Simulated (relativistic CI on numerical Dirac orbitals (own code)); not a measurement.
The 4d ions of charge 2+

These numbers are calculated, not measured: Dirac-Coulomb-Breit CI, orbitals from a KLI potential per configuration, a model potential for QED, valence Slater integrals scaled by 0.85 (own radial code, finite nucleus).

Each species is treated in one configuration, given outside its closed core, with all valence electrons in the open shell. Radial values are for the open shell of highest l, unscaled and averaged over j; ζ includes the Breit term. Labels give the leading LS character, summed over repeated terms.

| Ion | Configuration | Its lowest level | LS weight (%) | Next level | E (cm⁻¹) | F² (cm⁻¹) | F⁴ (cm⁻¹) | g_J | g√(J(J+1)) |
| --- | --- | --- | --- | --- | --- | --- | --- | --- | --- |
| Zr2+ | 4d² | ³F2 | 100 | ³F3 | 567.49 | 49720 | 32280 | 0.667 | 1.63 |
| Nb2+ | 4d³ | ⁴F3/2 | 99 | ⁴F5/2 | 447.33 | 53850 | 35000 | 0.401 | 0.78 |
| Mo2+ | 4d⁴ | ⁵D0 | 99 | ⁵D1 | 205.37 | 57820 | 37630 |  | 0.00 |
| Tc2+ | 4d⁵ | ⁶S5/2 | 99 | ⁴G5/2 | 20191 | 61680 | 40180 | 2.000 | 5.91 |
| Ru2+ | 4d⁶ | ⁵D4 | 99 | ⁵D3 | 1087.5 | 65420 | 42660 | 1.498 | 6.70 |
| Rh2+ | 4d⁷ | ⁴F9/2 | 98 | ⁴F7/2 | 2019.3 | 69080 | 45080 | 1.329 | 6.61 |
| Pd2+ | 4d⁸ | ? | ? | ? | ? | ? | ? | ? | ? |
| Ag2+ | 4d⁹ | ²D5/2 | 100 | ²D3/2 | 4395.7 |  |  | 1.200 | 3.55 |

(1) Fill in the row of Pd2+.

With one configuration, terms of near-neutral atoms and ions can be 10 to 25 % off, and close levels can change places.

Answers

(1) Its lowest level ³F4; LS weight (%) 99; Next level ³F3; E (cm⁻¹) 3055.2; F² (cm⁻¹) 72670; F⁴ (cm⁻¹) 47450; g_J 1.249; g√(J(J+1)) 5.58.
